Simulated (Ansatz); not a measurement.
Cost and result for the atomization energy of C₄H₃F₃ (`FC1=C[C@H](F)[C@@H]1F`) (10 atoms, 10 bonds).

Z-matrix (Å, degrees):
```
C
F 1 1.370
C 1 1.563 2 112.7
C 1 1.501 2 115.3 3 -98.4
H 1 1.093 2 107.7 3 128.8
F 3 1.364 1 114.5 2 1.7
C 3 1.491 1 83.5 2 -114.8
H 3 1.094 1 115.8 2 128.9
H 4 1.080 1 133.0 2 -72.0
F 7 1.312 3 129.1 1 -176.4
```

The species carries charge 0 and has multiplicity 1. The structure was optimised at the PBE0-D4/def2-TZVP level. Program: Ansatz. All runs use 4 threads of an Arm Neoverse V1 on a shared host. Times are those of one run each, without the atoms' runs, and a repeat can differ threefold. Electronic energies, without spin–orbit coupling; frozen cores. CCSD(T)/CBS adds CCSD(T) − MP2 in def2-TZVPP to the MP2 limit, and its time is that of the two runs behind it. T1 = 0.012. B3LYP takes the VWN-RPA correlation (the form of Gaussian; ORCA's B3LYP/G).

CCSD(T)/CBS is a level of theory with its own doubt, some kJ/mol a heavy atom from the limit and from the frozen cores, so smaller differences don't rank the functionals.

```json
{"level": "PBE-D4/def2-TZVPP (with forces)", "functions": "259", "wall time": "2.8 s"}
{"level": "PBE0-D4/def2-TZVPP", "functions": "259", "wall time": "3.3 s"}
{"level": "r2SCAN-D4/def2-TZVPP (with forces)", "functions": "259", "wall time": "5.5 s"}
{"level": "B3LYP-D4/def2-TZVPP (with forces)", "functions": "259", "wall time": "5.5 s"}
{"level": "B2PLYP/def2-TZVPP", "functions": "259", "wall time": "6.5 s"}
{"level": "ωB97X-V/def2-TZVPP", "functions": "259", "wall time": "8.5 s"}
{"level": "ωB97M-V/def2-TZVPP (with forces)", "functions": "259", "wall time": "13 s"}
{"level": "MP2/def2-QZVPP", "functions": "489", "wall time": "28 s"}
{"level": "CCSD(T)/def2-TZVPP", "functions": "259", "wall time": "5.8 min"}
{"level": "CCSD(T)/CBS(def2)", "functions": "–", "wall time": "6.3 min"}
```

Problem. What atomization energy does each give, and how far from CCSD(T)/CBS? (Estimate.)

Solution. The calculation gave: 
```
                             level  atomization (kJ/mol)  difference from CCSD(T)/CBS  per bond
   PBE-D4/def2-TZVPP (with forces)                4519.0                        223.2      22.3
                PBE0-D4/def2-TZVPP                4373.0                         77.2       7.7
r2SCAN-D4/def2-TZVPP (with forces)                4338.3                         42.5       4.2
 B3LYP-D4/def2-TZVPP (with forces)                4290.8                         -5.0      -0.5
                 B2PLYP/def2-TZVPP                4260.1                        -35.7      -3.6
                ωB97X-V/def2-TZVPP                4321.7                         25.9       2.6
  ωB97M-V/def2-TZVPP (with forces)                4325.8                         30.0       3.0
                    MP2/def2-QZVPP                4411.5                        115.7      11.6
                CCSD(T)/def2-TZVPP                4178.7                       -117.1     -11.7
                 CCSD(T)/CBS(def2)                4295.8                          0.0       0.0
```

In def2-TZVPP, CCSD(T) changes the Hartree–Fock value by +1175.8 kJ/mol (the triples alone add +92.2 kJ/mol) and MP2 by +1339.5 kJ/mol; breaking electron pairs costs correlation energy, which Hartree–Fock lacks. From PBE to PBE0 (25 % exact exchange), in def2-TZVPP and without D4, the atomization energy moves by −142.7 kJ/mol: exact exchange takes away binding that semilocal exchange gives to molecules. The D4 term adds +30.9 kJ/mol with B3LYP and +16.0 kJ/mol with PBE0; it sums over pairs of atoms, weighted by their polarisabilities, and B3LYP, whose exchange is more repulsive, gets the larger term.
